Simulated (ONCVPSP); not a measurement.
**An all-electron radial function and its pseudo partner (F)**

Columns: radius, all-electron u(r) and pseudo u(r) of the 2s shell (level -29.77 eV) of fluorine in the configuration [He] 2s2 2p5; BLYP, scalar-relativistic, ONCV scheme, ONCVPSP 4.0.1.

```tsv
r (bohr)	all-electron	pseudo
0.065	-0.4266	0.0687
0.130	-0.4032	0.1446
0.195	-0.1945	0.2362
0.260	0.0684	0.3470
0.325	0.3229	0.4710
0.390	0.5419	0.6001
0.455	0.7167	0.7284
0.520	0.8472	0.8452
0.585	0.9370	0.9356
0.650	0.9924	0.9922
0.715	1.0195	1.0195
0.780	1.0242	1.0241
0.845	1.0118	1.0117
0.910	0.9864	0.9864
0.975	0.9519	0.9519
1.040	0.9110	0.9110
1.105	0.8661	0.8660
1.170	0.8188	0.8187
1.235	0.7706	0.7705
1.300	0.7224	0.7224
1.365	0.6750	0.6750
1.430	0.6290	0.6290
1.495	0.5848	0.5848
1.560	0.5426	0.5425
1.625	0.5025	0.5024
1.690	0.4646	0.4646
```

(1) How many radial nodes do the two functions have?

(2) At about which radius was the pseudo-wave matched?

(3) Is the pseudo-wave norm-conserving?

## Answers

(1) The all-electron 2s function has n − l − 1 = 1; the pseudo-wave has 0, since the states of the same l below it are removed with the core.

(2) 0.70 bohr, where the columns begin to agree (steps of 0.07 bohr).

(3) Yes: the ONCV scheme keeps the norm inside the radius equal to the all-electron one, which fixes the energy derivative of the logarithmic derivative at the level.
